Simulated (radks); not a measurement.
Species: Sc I. Configuration: [Ar] 3d1 4s2.

All-electron calculation, non-relativistic Kohn-Sham, PBE, spin-polarised, spherical densities, point nucleus; open shells are filled with parallel spins first; hard spherical wall at 8 bohr. Program: a radial shooting solver on a logarithmic mesh with Libxc functionals.

Energy parts (hartree):
part                       energy
total                  -760.37975
kinetic                 759.74206
electron-nucleus      -1800.58926
Hartree                 319.14934
exchange-correlation    -38.68188

Orbitals (lengths in bohr, moments of r in powers of bohr; r(max) is where P^2 peaks; r(90%) holds 90 % of the orbital's charge):
| orbital | occ. | eigenvalue (hartree) | <r^2> | <r> | r(90%) | r(max) |
|---|---|---|---|---|---|---|
| 1s down | 1 | -160.6004 | 0.007271 | 0.07360 | 0.131 | 0.04836 |
| 1s up | 1 | -160.6001 | 0.007271 | 0.07360 | 0.131 | 0.04836 |
| 2s up | 1 | -17.23603 | 0.1417 | 0.3461 | 0.538 | 0.2859 |
| 2s down | 1 | -17.22821 | 0.1416 | 0.3460 | 0.538 | 0.2859 |
| 2p up | 3 | -14.22804 | 0.1176 | 0.3087 | 0.508 | 0.2333 |
| 2p down | 3 | -14.22205 | 0.1175 | 0.3085 | 0.508 | 0.2332 |
| 3s up | 1 | -1.99204 | 1.351 | 1.082 | 1.62 | 0.9329 |
| 3s down | 1 | -1.96325 | 1.350 | 1.082 | 1.62 | 0.9325 |
| 3p up | 3 | -1.22719 | 1.617 | 1.171 | 1.81 | 0.9706 |
| 3p down | 3 | -1.19838 | 1.619 | 1.171 | 1.81 | 0.9700 |
| 4s up | 1 | -0.14108 | 13.89 | 3.523 | 5.15 | 3.106 |
| 4s down | 1 | -0.13098 | 14.25 | 3.571 | 5.21 | 3.166 |
| 3d up | 1 | -0.11642 | 4.399 | 1.811 | 3.27 | 1.094 |
| 3d down | 0 | -0.09169 | 4.747 | 1.873 | 3.43 | 1.096 |
| 4p up | 0 | -0.02719 | 18.16 | 4.062 | 5.77 | 3.783 |
| 4p down | 0 | -0.02033 | 18.50 | 4.103 | 5.81 | 3.838 |
| 4d up | 0 | 0.14715 | 24.02 | 4.611 | 6.42 | 5.082 |
| 4d down | 0 | 0.15339 | 23.96 | 4.588 | 6.44 | 5.126 |
| 5s up | 0 | 0.19228 | 26.24 | 4.796 | 6.72 | 5.829 |
| 5s down | 0 | 0.19984 | 26.18 | 4.786 | 6.73 | 5.854 |

The highest occupied level is 3d up at -3.168 eV. The pressure on the wall is 0.404 GPa.
